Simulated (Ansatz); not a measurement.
Steps of a relaxation of Cl$_{3}$FTi (`[F][Ti]([Cl])([Cl])[Cl]`) with RKS PBE0-D4/def2-TZVP.

```sh
$ ansatz run in.yaml --threads 4 --pin off --events-out ev --progress --plain --max-ram 10444MiB
```

```yaml
crystal:
  periodic: [false, false, false]
  atoms:
    - {symbol: F, position_ang: [-0.998668, 0.046367, 1.499664]}
    - {symbol: Ti, position_ang: [-0.035391, -0.011972, 0.059495]}
    - {symbol: Cl, position_ang: [1.546583, -1.486108, 0.318178]}
    - {symbol: Cl, position_ang: [-1.299362, -0.573579, -1.622635]}
    - {symbol: Cl, position_ang: [0.836738, 1.951592, -0.296102]}
basis:
  gaussian: {orbitals: def2-TZVP}
hamiltonian: {xc: pbe0, dispersion: d4}
relax: {f_tol: 0.005, max_steps: 150}
```

Positions (Å) and forces (eV/Å) along the path, 3 of 3 steps:

```xyz
5
step=1 energy=-63389.7993 eV
F    -0.999    0.046    1.500    0.073   -0.004   -0.109
Ti   -0.035   -0.012    0.059    0.041   -0.003   -0.060
Cl    1.547   -1.486    0.318   -0.165    0.158   -0.035
Cl   -1.299   -0.574   -1.623    0.141    0.060    0.174
Cl    0.837    1.952   -0.296   -0.089   -0.212    0.031
5
step=2 energy=-63389.8037 eV
F    -0.998    0.046    1.498    0.003    0.000   -0.004
Ti   -0.036   -0.012    0.060   -0.013    0.001    0.019
Cl    1.539   -1.477    0.313    0.008   -0.006   -0.001
Cl   -1.289   -0.570   -1.615   -0.003   -0.002   -0.009
Cl    0.833    1.939   -0.297    0.005    0.008   -0.004
5
step=3 energy=-63389.8037 eV
F    -0.998    0.046    1.499    0.002    0.000   -0.002
Ti   -0.036   -0.012    0.061   -0.003    0.000    0.004
Cl    1.539   -1.477    0.312    0.000    0.000   -0.001
Cl   -1.288   -0.570   -1.616    0.000    0.000   -0.001
Cl    0.834    1.939   -0.298    0.000    0.000   -0.001
```

Hardware: 4 threads of an Intel Xeon on a shared host. Wall time 11 s, peak host memory 0.65 GiB.
